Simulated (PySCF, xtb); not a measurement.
C5H7BO, SMILES C=CB(O)C#CC.

GFN2-xTB in xtb at its own geometry gives an orbital gap of 3.86 eV and a dipole moment of 2.17 D.

Coordinates come from a PBE0-D3(BJ)/def2-SVP optimisation. The structure was generated by enumeration, and PubChem lists no compound with its InChIKey, so it may never have been made. The values are those of a single conformer.

What does PBE0/def2-TZVP run with PySCF give? (An estimate is asked for; the answer gives what the named calculation found.)

gap 6.21 eV (levels -7.60 and -1.39 eV), dipole 2.24 D.
